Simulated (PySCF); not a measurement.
## Radial density of He (helium, neutral)

UHF, 1s1 2p1, high-spin 3P determinant (an excited configuration). All numbers are calculated (PySCF 2.14, scalar relativity by spin-free X2C-1e, in aug-cc-pVTZ-DK (4s3p2d, 23 functions)).

```json
{"r (bohr)": "0.0105", "4πr²ρ (e/bohr)": "0.003231", "4πr²(ρα − ρβ)": "0.0032"}
{"r (bohr)": "0.0176", "4πr²ρ (e/bohr)": "0.009035", "4πr²(ρα − ρβ)": "0.0090"}
{"r (bohr)": "0.0296", "4πr²ρ (e/bohr)": "0.02478", "4πr²(ρα − ρβ)": "0.0248"}
{"r (bohr)": "0.0498", "4πr²ρ (e/bohr)": "0.06496", "4πr²(ρα − ρβ)": "0.0650"}
{"r (bohr)": "0.0838", "4πr²ρ (e/bohr)": "0.1581", "4πr²(ρα − ρβ)": "0.1581"}
{"r (bohr)": "0.141", "4πr²ρ (e/bohr)": "0.3539", "4πr²(ρα − ρβ)": "0.3539"}
{"r (bohr)": "0.237", "4πr²ρ (e/bohr)": "0.6729", "4πr²(ρα − ρβ)": "0.6729"}
{"r (bohr)": "0.399", "4πr²ρ (e/bohr)": "0.9990", "4πr²(ρα − ρβ)": "0.9990"}
{"r (bohr)": "0.671", "4πr²ρ (e/bohr)": "0.9952", "4πr²(ρα − ρβ)": "0.9952"}
{"r (bohr)": "1.13", "4πr²ρ (e/bohr)": "0.6293", "4πr²(ρα − ρβ)": "0.6293"}
{"r (bohr)": "1.90", "4πr²ρ (e/bohr)": "0.5352", "4πr²(ρα − ρβ)": "0.5352"}
{"r (bohr)": "3.19", "4πr²ρ (e/bohr)": "0.2616", "4πr²(ρα − ρβ)": "0.2616"}
{"r (bohr)": "5.37", "4πr²ρ (e/bohr)": "0.001244", "4πr²(ρα − ρβ)": "0.0012"}
```

Densities and radii are taken from the X2C orbitals without a picture-change correction, which distorts them close to the nucleus.

The outer electron is Rydberg-like, and this basis confines it to a smaller radius and binds it less than a complete one would.
